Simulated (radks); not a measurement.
Results of a calculation; reference values are marked as such.
Excited configurations of P+: one electron is placed in a higher orbital outside [Ne] 3s2 3p1. The ground configuration is [Ne] 3s2 3p2. Code: a radial shooting solver on a logarithmic mesh with Libxc functionals. Model: Dirac Kohn-Sham, PBEsol, spin-unpolarised, spherical densities, point nucleus; open shells fill j = l - 1/2 first. Excitation = E - E(ground); binding = E(ion) - E, where the ion is the core of charge +2; n* = 2/sqrt(2 binding) in atomic units, and the quantum defect is n - n*.

[
 {"outer orbital": "3d3/2", "excitation (eV)": "10.778", "binding (eV)": "8.369", "n*": "2.550", "eigenvalue (eV)": "-5.180", "<r> (bohr)": "3.362"},
 {"outer orbital": "4p1/2", "excitation (eV)": "12.223", "binding (eV)": "6.924", "n*": "2.803", "eigenvalue (eV)": "-5.302", "<r> (bohr)": "5.623"},
 {"outer orbital": "5d3/2", "excitation (eV)": "16.331", "binding (eV)": "2.815", "n*": "4.397", "eigenvalue (eV)": "-2.193", "<r> (bohr)": "13.56"},
 {"outer orbital": "6s1/2", "excitation (eV)": "16.287", "binding (eV)": "2.860", "n*": "4.362", "eigenvalue (eV)": "-2.299", "<r> (bohr)": "14.80"},
 {"outer orbital": "6p1/2", "excitation (eV)": "16.659", "binding (eV)": "2.488", "n*": "4.677", "eigenvalue (eV)": "-1.990", "<r> (bohr)": "16.61"},
 {"outer orbital": "6d3/2", "excitation (eV)": "17.220", "binding (eV)": "1.927", "n*": "5.315", "eigenvalue (eV)": "-1.531", "<r> (bohr)": "20.67"},
 {"outer orbital": "7p1/2", "excitation (eV)": "17.416", "binding (eV)": "1.731", "n*": "5.607", "eigenvalue (eV)": "-1.404", "<r> (bohr)": "24.19"}
]

The Delta-SCF ionisation energy is 19.147 eV (NIST Atomic Spectra Database: 19.769 eV, semi-empirical). Self-interaction in the functional shifts the binding energies and quantum defects, so they are the method's values and not measured ones. Spin polarisation and multiplet splitting are left out, so open shells lie too high by an amount that depends on their filling.

Beside tabulated values, note that spin-unpolarised runs miss the spin-polarisation part of the exchange energy of open shells.
